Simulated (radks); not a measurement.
The numbers below are computed, except where a source is named.
The osmium ion Os3+, configuration [Xe] 4f13 5d5 6s1 (not the ground configuration).

Level of theory: scalar-relativistic Kohn-Sham, r2SCAN, spin-polarised, spherical densities, finite nucleus; open shells are filled with parallel spins first (spin-orbit coupling, left out, can overturn this in heavy ions); meta-GGA in the generalised Kohn-Sham scheme; Fermi nuclear charge, rms radius 5.4126 fm (a radial shooting solver on a logarithmic mesh with Libxc functionals).

Energy parts (Ry):
| part | energy |
|---|---|
| total | -34497.4363 |
| kinetic | 38224.9271 |
| electron-nucleus | -85249.7325 |
| Hartree | 13201.7365 |
| exchange-correlation | -674.3674 |

Orbitals (lengths in bohr, moments of r in powers of bohr):
orbital,occ.,eigenvalue (Ry),<r^2>
1s up,1,-5438.063,0.0004336
1s down,1,-5438.063,0.0004336
2s up,1,-951.9947,0.006642
2s down,1,-951.9514,0.006642
2p up,3,-829.2879,0.005534
2p down,3,-829.2537,0.005534
3s up,1,-225.1164,0.04292
3s down,1,-225.0436,0.04290
3p up,3,-188.9233,0.04384
3p down,3,-188.8464,0.04382
3d up,5,-148.3848,0.03641
3d down,5,-148.3078,0.03639
4s up,1,-50.72426,0.2094
4s down,1,-50.57226,0.2096
4p up,3,-38.76352,0.2381
4p down,3,-38.61925,0.2382
4d up,5,-23.84265,0.2734
4d down,5,-23.69336,0.2733
5s up,1,-9.87381,1.109
5s down,1,-9.58044,1.089
4f up,7,-7.28440,0.3611
4f down,6,-7.11382,0.3566
5p up,3,-6.74393,1.463
5p down,3,-6.38822,1.422
5d up,5,-3.07779,2.638
5d down,0,-2.61299,2.594
6s up,1,-2.50005,6.019

The highest occupied level is 6s up at -34.015 eV. The configuration is held as typed, so some empty levels lie below it. Spin moment in Bohr magnetons: 7. The density falls to 0.001 e/bohr^3 at r = 3.60 bohr. The electron density at the nucleus is 1.789e+06 e/bohr^3 (large components only). The spin density at the nucleus is 172.8 e/bohr^3 (1s 1.0, 2s -5.0, 3s -8.2, 4s 12.9, 5s -28.0, 6s 200.1).
